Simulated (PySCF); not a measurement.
**A ladder of Hamiltonians for Zr³⁰⁺ (zirconium, charge +30)**

Occupied: 1s1/2, 2s1/2, 2p1/2, 2p3/2. Hartree-Fock calculated with PySCF 2.14 in an uncontracted even-tempered set (17 s from 3.5 bohr⁻², ratio 2.7; 12 p from 4.2 bohr⁻², ratio 2.7), Gaussian nucleus throughout. NR is non-relativistic, sf-X2C the spin-free one-electron X2C Hamiltonian, X2C adds the bare one-electron spin-orbit term, X2C-SNSO screens it by Boettger's factors, DC is four-component Dirac-Coulomb, and the Gaunt term is added at first order (total energies over the DC spinors, levels after relaxing the spinors in that mean field). QED terms are absent. Levels marked empty are virtual spinors of this ion.

| Hamiltonian | E (hartree) | E − E(DC) (hartree) | CPU seconds |
| --- | --- | --- | --- |
| NR | -2864.6876 | 53.9735 | 0.61 |
| sf-X2C | -2917.7109 | 0.9503 | 0.31 |
| X2C | -2918.0427 | 0.6184 | 0.41 |
| X2C-SNSO | -2918.0097 | 0.6514 | 0.41 |
| DC | -2918.6612 | 0.0000 | 20 |
| DC+Gaunt | -2916.7249 | 1.9362 | 33 |

```csv
level (eV),NR,sf-X2C,X2C,X2C-SNSO,DC,DC+Gaunt
1s1/2,-19303.7,-19709.8,-19709.1,-19709.2,-19721.5,-19689.5
2s1/2,-3978.4,-4085.3,-4085.2,-4085.2,-4086.6,-4083.6
2p1/2,-3783.1,-3817.1,-3882.2,-3878.8,-3879.3,-3874.0
2p3/2,-3783.1,-3817.1,-3786.7,-3788.2,-3789.2,-3785.4
3s1/2 (empty),-1549.3,-1580.6,-1580.6,-1580.6,-1580.9,-1580.1
3p1/2 (empty),-1487.8,-1500.9,-1516.5,-1515.7,-1515.8,-1514.5
3p3/2 (empty),-1487.8,-1500.9,-1493.5,-1493.9,-1494.1,-1493.2
```

```tsv
interval (eV)	sf-X2C	X2C	X2C-SNSO	DC	DC+Gaunt
2p3/2 − 2p1/2	0	95.48	90.57	90.10	88.58
3p3/2 − 3p1/2	-4.225e-10	23.00	21.83	21.75	21.35
```

Weight of the small component: 1s1/2 0.0212, 2s1/2 0.00450, 2p1/2 0.00445, 2p3/2 0.00433, 3s1/2 0.00165, 3p1/2 0.00161, 3p3/2 0.00158.

Koopmans' value for the highest occupied level at DC+Gaunt: 3785.4 eV, against an ionisation energy of 3788 ± 2.1 eV (semi-empirical (NIST evaluation); NIST Atomic Spectra Database, ionization energies); the former lacks relaxation, correlation, QED and recoil.

The whole ladder took 59 s of wall time on 1 thread of Intel(R) Xeon(R) Platinum 8259CL CPU @ 2.50GHz (shared host), launched as `OMP_NUM_THREADS=1 python relrun2.py TASK.json OUT` (a driver that calls PySCF for each Hamiltonian).

Dirac-Coulomb iterations, started from the X2C spinors:

```
with_ssss True, with_gaunt False, with_breit False
light speed = 137.03599967994
init E= -2913.63281070628
cycle= 1 E= -2918.66103255584  delta_E= -5.03  |g|= 0.527  |ddm|= 0.0434
cycle= 2 E= -2918.66115813038  delta_E= -0.000126  |g|= 0.00815  |ddm|= 0.00226
cycle= 3 E= -2918.66115841992  delta_E= -2.9e-07  |g|= 0.000415  |ddm|= 0.000151
cycle= 4 E= -2918.6611584207  delta_E= -7.83e-10  |g|= 1.88e-06  |ddm|= 6.73e-06
```
